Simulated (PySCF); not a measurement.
CH5ClFNSi, SMILES NC[Si@H](F)Cl.

Coordinates come from a PBE0-D3(BJ)/def2-SVP optimisation. The structure was generated by enumeration; whether it is a known compound was not checked. One conformer was computed; it need not be the lowest.

Computed with PBE/def2-TZVP (PySCF).

The molecule is in vacuum.

Computed frontier levels, gap, dipole moment and polarisability:
highest occupied level: -5.64 eV
lowest empty level: -0.59 eV
orbital gap: 5.05 eV
dipole moment: 1.51 D
quadrupole, principal values (traceless, Buckingham form, about the centre of nuclear charge): -6.50, 0.97, 5.53 D·Å
mean static polarisability: 59.3 bohr³ (8.78 Å³)
polarisability, principal values: 48.5, 53.5, 75.8 bohr³
